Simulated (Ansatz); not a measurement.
`[NH2][GaH][SiH2][SiH3]` + `C=C=CCC` → `C=C=C[SiH2][SiH3]` + `C[CH2][GaH][NH2]`  (formal exchange of groups at the Si–Ga bond)

Isolated molecules relaxed with PBE0-D4/def2-TZVP in Ansatz; ΔE leaves out vibrations. CBS: MP2 limit from def2 TZ/QZ plus the TZ coupled-cluster correction, frozen cores. Functionals use def2-TZVPP. For Ga outer-core shells are correlated without core-valence functions, which leaves a few kJ/mol of doubt a bond. Scalar relativity is left out up to krypton. One conformer a species, not always the lowest.

**Question.** Is it downhill or uphill in electronic energy at CCSD(T)/CBS, and by how much? (An estimate is asked.)

**Answer.** Computed: Nearly level: ΔE = +0.4 kcal/mol.

**Question.** What do these levels give: PBE-D4, r2SCAN-D4, r2SCAN, PBE0, MP2/def2-QZVPP, SCS-MP2/def2-QZVPP? (Best estimate.)

**Answer.** Computed: PBE-D4 3.1, r2SCAN-D4 1.4, r2SCAN 1.5, PBE0 3.1, MP2/def2-QZVPP -1.3, SCS-MP2/def2-QZVPP -0.8 kcal/mol.

Largest T1 diagnostic among the species: 0.015.
